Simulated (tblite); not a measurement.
C4H6Cl2N2Pd, charge -1, doublet, at the geometry of the source list (GFN-xTB shapes and energies of metal compounds can be far from the true ones) (the multiplicity is a formal guess); tblite with GFN1-xTB.

Here is a job for tblite.
```
$ tblite run mol.xyz --method gfn1 --charge -1 --spin 1 --efield 0,0,0.1 --json tblite.json --no-restart

# file mol.xyz
15

Pd    -0.00010000    -0.00010000    -0.00100000
Cl     2.12490000    -0.87420000     0.00140000
Cl    -2.12400000     0.87430000    -0.00000000
C      1.68310000     4.10300000     0.00020000
C      1.14290000     2.78070000    -0.00010000
N      0.70640000     1.71680000     0.00020000
H      2.15210000     4.30550000    -0.96260000
H      2.42950000     4.19200000     0.78940000
H      0.88370000     4.82370000     0.17250000
C     -1.68340000    -4.10290000     0.00100000
C     -1.14240000    -2.78100000    -0.00070000
N     -0.70690000    -1.71670000    -0.00170000
H     -2.58600000    -4.12700000     0.61170000
H     -0.94910000    -4.79760000     0.40880000
H     -1.93090000    -4.39660000    -1.01910000
```

Q: Write the output that tblite gives for this input, abridged.

A: 
```
xTB calculator
 | screened Coulomb repulsion
 | Coulomb electrostatics
 |  * isotropic Klopman-Ohno-Mataga-Nishimoto electrostatics
 |  * onsite third-order electrostatics
 | DFT-D3(BJ) dispersion correction
 | Interactions (1)
 | [1] electric field

halogen bonding energy    0.0000000000000E+00 Eh
repulsion energy          3.5188294133743E-01 Eh
dispersion energy        -7.3176164973069E-03 Eh
interaction energy        0.0000000000000E+00 Eh
number of electrons       5.7000000000000E+01 e
integral cutoff           3.1755424281685E+01 bohr

------------------------------------------------------------
  cycle        total energy    energy error   density error
------------------------------------------------------------
      1     -30.93096043203  -3.1275526E+01   4.3208113E-01
      2     -31.03981490937  -1.0885448E-01   3.2297118E-01
      3     -31.18495596770  -1.4514106E-01   1.9170149E-01
      4     -31.26481393627  -7.9857969E-02   2.8714680E-02
      5     -31.20831214640   5.6501790E-02   8.3733995E-02
      6     -31.26427243660  -5.5960290E-02   2.3307380E-02
      7     -31.26491810978  -6.4567318E-04   1.9342472E-02
      8     -31.26661520567  -1.6970959E-03   1.0803374E-02
      9     -31.26711399686  -4.9879118E-04   6.8950168E-03
     10     -31.26737271280  -2.5871594E-04   3.4878590E-03
     11     -31.26744794906  -7.5236264E-05   1.4078316E-03
     12     -31.26745895151  -1.1002448E-05   7.2729835E-04
     13     -31.26746270138  -3.7498671E-06   1.6725141E-04
     14     -31.26746290734  -2.0596405E-07   1.7680805E-05
------------------------------------------------------------

electronic energy        -3.1612028232182E+01 Eh
total energy             -3.1267462907342E+01 Eh

Post processing:
 | Mayer-Wiberg bond orders

[Info] JSON dump of results written to 'tblite.json'
```
